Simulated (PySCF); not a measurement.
Species: C6H10O3.
Z-matrix (Å and degrees, GFN2-xTB geometry), rows numbered from 1:
```
C 
O   1  1.4217
C   2  1.3352  1  115.99
O   3  1.1987  2  125.31  1     0.91
O   3  1.3286  2  108.18  1  -179.62
C   5  1.4245  3  117.82  2  -178.78
C   6  1.5363  5  114.75  3  -124.98
C   7  1.5369  6   89.11  5  -129.17
C   6  1.5355  5  114.14  3   133.70
H   1  1.0912  2  110.45  3   -39.75
H   1  1.0919  2  110.16  3    80.72
H   1  1.0871  2  106.17  3  -159.94
H   6  1.0926  5  109.03  3     4.38
H   7  1.0870  6  116.09  5   111.03
H   7  1.0872  6  111.04  5   -15.02
H   8  1.0867  7  115.89  6   131.42
H   8  1.0874  7  112.68  6  -101.81
H   9  1.0871  6  116.22  5  -110.42
H   9  1.0872  6  110.86  5    15.57
```

Definitions: NICS(0) = −σiso at the ring centroid; NICS(1) = −σiso and NICS(1)zz = −σzz at ±1 Å along the ring normal z. Level: GIAO PBE0/pcSseg-1 (PySCF, non-relativistic, gas phase) on the GFN2-xTB geometry, one conformer.

Ring bond lengths (Å), with Mayer bond orders in brackets: C6–C7 1.536 (1.02), C7–C8 1.537 (1.05), C8–C9 1.537 (1.05), C9–C6 1.535 (1.02).

Problem. What do the NICS probes read (ppm)?

Solution. 
```tsv
ring	type	NICS(0)	NICS(1), two faces	NICS(1)zz, two faces	rms pucker (Å)	centre to ring atoms, mean (Å)
C6–C7–C8–C9	4-membered carbocycle; formal bonds all single	-0.8	-1.7 / -0.1	0.8 / 5.0	0.09	1.08
```

Problem. What do they say, and how far can they be read as aromaticity?

Solution. 
- C6–C7–C8–C9: mean NICS(1)zz 2.9 ppm, near zero. C6, C7, C8, C9 have four or more neighbours, and the NICS criterion for π rings isn't applied. The two faces differ by 4.2 ppm, so no symmetry operation interchanges them.

Problem. What field does 9.4 T along the ring normal induce along that normal at the second NICS(1) probe listed for ring C6–C7–C8–C9, 1 Å off the ring?

Solution. NICSzz × B0 = 5.0 ppm × 9.4 T = 47 μT, along the applied field.

Problem. Give the inner angles of the rings and the Hirshfeld charges of the ring atoms.

Solution. 
- C6–C7–C8–C9: C6 89.5° (+0.051 e), C7 89.1° (-0.076 e), C8 89.4° (-0.069 e), C9 89.1° (-0.076 e); sum 357.2° against 360° for a flat convex ring.

Problem. How shielded are the nuclei of the rings and their hydrogens (means over atoms taken as equivalent)?

Solution. 
```csv
atoms,environment,σ isotropic (ppm),"principal values of the symmetric part, first atom (ppm)"
C6,sp3 carbon bound to oxygen,116.2,"80.5, 110.1, 157.9"
C7 (×2),four-membered-ring carbon,155.4,"134.0, 150.7, 180.7"
C8,four-membered-ring carbon,174.5,"163.3, 175.4, 184.7"
H13,methine hydrogen,26.02,"21.7, 26.8, 29.5"
H14 (×2),methylene hydrogen,29.28,"25.6, 27.2, 35.0"
H15 (×2),methylene hydrogen,29.36,"26.3, 28.5, 33.3"
H16,methylene hydrogen,29.90,"25.9, 27.0, 36.8"
H17,methylene hydrogen,30.09,"26.8, 27.3, 36.1"
```
